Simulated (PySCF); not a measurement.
Isomers of C5H6ClF, mass 120.014 u with the commonest isotopes. Method used: PBE0/def2-SVPD in PySCF (dipole) on a GFN2-xTB geometry, gas phase. One conformer each, none proved a minimum here; rigid rotors.

Question: Order these by radius of gyration √(Σ m r²/M), largest first.
A. `F[C@@H]1C[C@@]12C[C@H]2Cl`
B. `[CH2:1]=[C:2]([Cl:3])/[CH:4]=[C:5](/[CH3:6])[F:7]` with C1–C2–C4–C5 180°
C. `[F:1][CH2:2][C@H:3]1[CH2:4]/[C:5]1=[CH:6]/[Cl:7]` with F1–C2–C3–C4 86°

Answer: C (2.212 Å), B (1.982 Å), A (1.877 Å).

Question: Order these by rotational constant C, largest first.
A. `F[C@@H]1C[C@@]12C[C@H]2Cl`
B. `[CH2:1]=[C:2]([Cl:3])/[CH:4]=[C:5](/[CH3:6])[F:7]` with C1–C2–C4–C5 180°
C. `[F:1][CH2:2][C@H:3]1[CH2:4]/[C:5]1=[CH:6]/[Cl:7]` with F1–C2–C3–C4 86°

Answer: A (1269 MHz), B (1075 MHz), C (877.9 MHz).

Question: Order these by out-of-plane moment Σ m c² = (Ia + Ib − Ic)/2, smallest first.
A. `F[C@@H]1C[C@@]12C[C@H]2Cl`
B. `[F:1][CH2:2][C@H:3]1[CH2:4]/[C:5]1=[CH:6]/[Cl:7]` with F1–C2–C3–C4 86°
C. `[CH2:1]=[C:2]([Cl:3])/[CH:4]=[C:5](/[CH3:6])[F:7]` with C1–C2–C4–C5 180°

Answer: C (1.56 u·Å²), B (11.34 u·Å²), A (24.27 u·Å²).

| SMILES | point group | Ia (u·Å²) | Ib (u·Å²) | Ic (u·Å²) | κ | μa (D) | μb (D) | μc (D) |
| --- | --- | --- | --- | --- | --- | --- | --- | --- |
| FC[C@H]1C/C1=C/Cl | C1 | 118.55 | 479.77 | 575.64 | -0.90 | 0.40 | 1.55 | 0.39 |
| C=C(Cl)/C=C(/C)F | Cs | 131.16 | 342.09 | 470.13 | -0.71 | 1.70 | 2.50 | 0.00 |
| F[C@@H]1C[C@@]12C[C@H]2Cl | C1 | 150.39 | 296.52 | 398.38 | -0.58 | 1.42 | 3.06 | 0.06 |
